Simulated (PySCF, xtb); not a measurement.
trichloro(fluoro)methane (CCl3F), SMILES FC(Cl)(Cl)Cl.

Harmonic wavenumbers (cm⁻¹) from GFN2-xTB in xtb at its own minimum, in rising order: 209, 209, 303, 347, 347, 494, 672, 673, 1019.

**Question.** What does B3LYP-D3(BJ)/def2-SVP (PySCF) give at its own minimum? (Estimate from the structure and the level; the computed values follow.)

**Answer.** 241, 241, 348, 396, 396, 529, 824, 824, 1143. Paired by order, the mean absolute difference is 74 cm⁻¹ and the zero-point energies are 6.1 and 7.1 kcal/mol.
